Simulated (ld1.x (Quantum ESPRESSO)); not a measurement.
An all-electron radial function and its pseudo partner (silicon)

Columns: radius, all-electron u(r) and pseudo u(r) of the 3s shell (level -18.99 eV) of silicon in the configuration [Ne] 3s2 3p1; PBEsol, scalar-relativistic, ultrasoft scheme, ld1.x (Quantum ESPRESSO) 7.5.

| r (bohr) | all-electron | pseudo |
| --- | --- | --- |
| 0.118 | 0.0857 | 0.0724 |
| 0.235 | -0.2168 | 0.1438 |
| 0.353 | -0.3526 | 0.2154 |
| 0.470 | -0.3193 | 0.2854 |
| 0.588 | -0.1889 | 0.3546 |
| 0.705 | -0.0204 | 0.4210 |
| 0.822 | 0.1522 | 0.4845 |
| 0.940 | 0.3114 | 0.5447 |
| 1.058 | 0.4469 | 0.5997 |
| 1.175 | 0.5552 | 0.6482 |
| 1.292 | 0.6383 | 0.6895 |
| 1.410 | 0.6987 | 0.7227 |
| 1.528 | 0.7378 | 0.7466 |
| 1.645 | 0.7582 | 0.7603 |
| 1.763 | 0.7634 | 0.7635 |
| 1.880 | 0.7560 | 0.7560 |
| 1.998 | 0.7385 | 0.7385 |
| 2.115 | 0.7136 | 0.7136 |
| 2.232 | 0.6830 | 0.6830 |
| 2.350 | 0.6481 | 0.6481 |
| 2.468 | 0.6107 | 0.6107 |
| 2.585 | 0.5722 | 0.5722 |
| 2.702 | 0.5332 | 0.5332 |
| 2.820 | 0.4942 | 0.4942 |
| 2.938 | 0.4561 | 0.4561 |
| 3.055 | 0.4196 | 0.4196 |

Task: How many radial nodes do the two functions have?

Result: The all-electron 3s function has n − l − 1 = 2; the pseudo-wave has 0, since the states of the same l below it are removed with the core.

Task: At about which radius was the pseudo-wave matched?

Result: 1.85 bohr, where the columns begin to agree (steps of 0.12 bohr).

Task: Is the pseudo-wave norm-conserving?

Result: No, it belongs to an ultrasoft set: the norm inside the radius is not constrained, and the difference is carried by the augmentation charge.
